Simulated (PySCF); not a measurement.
# A ladder of Hamiltonians for Rb²⁷⁺ (rubidium, charge +27)

Occupied: 1s1/2, 2s1/2, 2p1/2, 2p3/2. Hartree-Fock calculated with PySCF 2.14 in an even-tempered Gaussian basis (17 s from 2.9 bohr⁻², ratio 2.7; 12 p from 3.5 bohr⁻², ratio 2.7), Gaussian nucleus throughout. NR is non-relativistic, sf-X2C the spin-free one-electron X2C Hamiltonian, X2C adds the bare one-electron spin-orbit term, X2C-SNSO screens it by Boettger's factors, DC is four-component Dirac-Coulomb, and the Gaunt and Breit terms are added at first order (total energies over the DC spinors, levels after relaxing the spinors in that mean field). QED terms are absent. Levels marked empty are virtual spinors of this ion.

```
   level (eV)        NR    sf-X2C       X2C  X2C-SNSO
        1s1/2  -16359.4  -16650.8  -16650.4  -16650.4
        2s1/2   -3309.8   -3385.3   -3385.2   -3385.2
        2p1/2   -3131.1   -3154.4   -3200.5   -3198.0
        2p3/2   -3131.1   -3154.4   -3132.6   -3133.8
3s1/2 (empty)   -1271.3   -1292.9   -1292.9   -1292.9
3p1/2 (empty)   -1215.6   -1224.5   -1235.4   -1234.7
3p3/2 (empty)   -1215.6   -1224.5   -1219.4   -1219.6
```

Question: Where do the four-component calculations put these levels?

Answer: 1s1/2: DC -16660.1, DC+Gaunt -16635.2, DC+Breit -16636.7; 2s1/2: DC -3386.2, DC+Gaunt -3384.0, DC+Breit -3384.1; 2p1/2: DC -3198.3, DC+Gaunt -3194.3, DC+Breit -3194.7; 2p3/2: DC -3134.5, DC+Gaunt -3131.6, DC+Breit -3132.1; 3s1/2 (empty): DC -1293.1, DC+Gaunt -1292.6, DC+Breit -1292.6; 3p1/2 (empty): DC -1234.8, DC+Gaunt -1233.9, DC+Breit -1234.0; 3p3/2 (empty): DC -1219.8, DC+Gaunt -1219.1, DC+Breit -1219.2 (eV).

```csv
Hamiltonian,E (hartree),E − E(DC) (hartree),CPU seconds
NR,-2429.0350,38.8389,0.34
sf-X2C,-2467.1856,0.6883,0.19
X2C,-2467.3895,0.4844,0.24
X2C-SNSO,-2467.3677,0.5062,0.24
DC,-2467.8739,0.0000,11
DC+Gaunt,-2466.3690,1.5049,19
DC+Breit,-2466.4982,1.3757,56
```

Weight of the small component: 1s1/2 0.0181, 2s1/2 0.00377, 2p1/2 0.00372, 2p3/2 0.00364, 3s1/2 0.00135, 3p1/2 0.00132, 3p3/2 0.00130.

Koopmans' value for the highest occupied level at DC+Breit: 3132.1 eV, against an ionisation energy of 3133.3 ± 1.8 eV (semi-empirical (NIST evaluation); NIST Atomic Spectra Database, ionization energies); the former lacks relaxation, correlation, QED and recoil.

The whole ladder took 90 s of wall time on 1 thread of Neoverse-N1 (shared host), launched as `OMP_NUM_THREADS=1 python relrun2.py TASK.json OUT` (a driver that calls PySCF for each Hamiltonian).

Dirac-Coulomb iterations, started from the X2C spinors:

```
with_ssss True, with_gaunt False, with_breit False
light speed = 137.03599967994
init E= -2464.35198921234
cycle= 1 E= -2467.87382352423  delta_E= -3.52  |g|= 0.422  |ddm|= 0.037
cycle= 2 E= -2467.87391254972  delta_E= -8.9e-05  |g|= 0.00683  |ddm|= 0.00208
cycle= 3 E= -2467.8739127923  delta_E= -2.43e-07  |g|= 0.000381  |ddm|= 0.000151
cycle= 4 E= -2467.87391279309  delta_E= -7.89e-10  |g|= 1.75e-06  |ddm|= 7.35e-06
```
